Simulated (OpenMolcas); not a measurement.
An atom or ion with 49 electrons was computed by SS-RASPT2, IPEA 0.25 Eh, imaginary shift 0.1 Eh with spin-orbit coupling (OpenMolcas, ANO-RCC-VTZP, DKH2). The lowest levels that the run gave, each within 12 % of the measured value where one is at hand:

```
  J  Parity  E (eV)      g
1/2     odd  0.0000  0.666
3/2     odd   0.722  1.334
1/2    even   7.172  2.658
3/2    even   7.485  1.731
5/2    even   7.864  1.588
3/2    even   9.531  0.808
5/2    even   9.640  1.214
1/2    even  11.520  1.230
```

Which ion is it, and what are the configurations and terms?

Sb III (Z = 51, charge +2; active space 3 electrons in 9 orbitals (RAS2 5s 5p; RAS3 5d, at most 2 electrons)). J, parity and g give the terms where levels are pure, and mixed ones are named by the computed weights; the size of the splittings, set against known spectra of the 49-electron sequence, gives the charge. In order, with the measured energies in eV (Moore, Atomic Energy Levels, vol. III, NSRDS-NBS 35 (1971 reprint of NBS Circular 467, 1958)): 5s² 5p ²P°_1/2, 5s² 5p ²P°_3/2 (0.8153), 5s 5p² ⁴P_1/2, 5s 5p² ⁴P_3/2, 5s 5p² ⁴P_5/2 (7.9791), 5s 5p² ²D_3/2 (9.4876), 5s 5p² ²D_5/2 (9.6450), 5s 5p² ²P_1/2 [58 %] (11.5242).

Term energies are means over components that CASPT2 splits; among the terms shown or strongly mixed into the levels shown the widest spread is 21 cm-1 (5s 5p² ²D). Active for correlation alone: 5d; no level in the range computed is led by a configuration that fills it, so any true level of that kind is missing. Some terms mix strongly with configurations of 5d, whose occupation reaches 0.18 (5s 5p² ²D). Computed and measured levels are paired by configuration, term and J; levels that our copy of the source lacks, or whose pairing is in doubt (as where it misses far off the trend of its configuration), stay unpaired and out of the deviations. Levels of configurations outside the active space are missing.

A share in square brackets marks a mixed level and gives the weight of the term that names it. ° marks odd parity.
